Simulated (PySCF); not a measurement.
Ti(Cl)2(OH) (Cl2HOTi), SMILES [OH][Ti+]([Cl])[Cl], charge +1, multiplicity 1. Geometry: B3LYP-D3(BJ)/def2-SVP. The multiplicity is an assumed one; other spin states were not compared. The isomer is the one that the SMILES or the coordinates give; other isomers of the formula were not compared. One conformer was computed; it need not be the lowest.

Q: Give the equilibrium geometry at B3LYP-D3(BJ)/def2-SVP (PySCF confirms it by a frequency run) as bond lengths and angles, and its point group. (The exact figures need the calculation; the answer reports its results.)

A: Several could match; the one computed here: point group Cs.
Atoms: Ti1 Cl2 Cl3 O4 H5. Bonds (Å): Ti1–Cl2 2.125, Ti1–Cl3 2.125, Ti1–O4 1.698, O4–H5 0.977. Angles (°): Cl2–Ti1–Cl3 110.9, Cl2–Ti1–O4 111.2, Cl3–Ti1–O4 111.2, Ti1–O4–H5 164.7.
Charge +1, spin multiplicity 1.
